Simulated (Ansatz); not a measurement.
```yaml
crystal:
  periodic: [false, false, false]
  atoms:
    - {symbol: N, position_ang: [-0.708125, 1.410800, -0.806782]}
    - {symbol: Ge, position_ang: [0.538135, 0.187302, -0.316449]}
    - {symbol: C, position_ang: [0.285838, -0.987514, 1.135597]}
    - {symbol: O, position_ang: [0.010945, -1.559188, -0.160102]}
    - {symbol: H, position_ang: [-0.793664, 1.562015, -1.801798]}
    - {symbol: H, position_ang: [-1.623719, 1.269560, -0.404695]}
    - {symbol: H, position_ang: [1.831414, 0.368178, -1.099272]}
    - {symbol: H, position_ang: [-0.589003, -0.872350, 1.777843]}
    - {symbol: H, position_ang: [1.136679, -1.425103, 1.658558]}
basis:
  gaussian: {orbitals: ANO-RCC-VTZP}
hamiltonian: {xc: {name: B2GP-PLYP}}
scf: {max_iter: 3}
output: {forces: true}
```

```sh
$ ansatz run in.yaml --threads 4 --pin off --events-out ev --progress --plain --max-ram 10444MiB
```

Shortened log:

```
Error: invalid value for `basis.gaussian`: such a run doesn't read scf.max_iter; remove what it names
```

(1) Something in this input is off. What?

Answers

(1) The input holds a key that doesn't belong there. The input was rejected before any iteration.
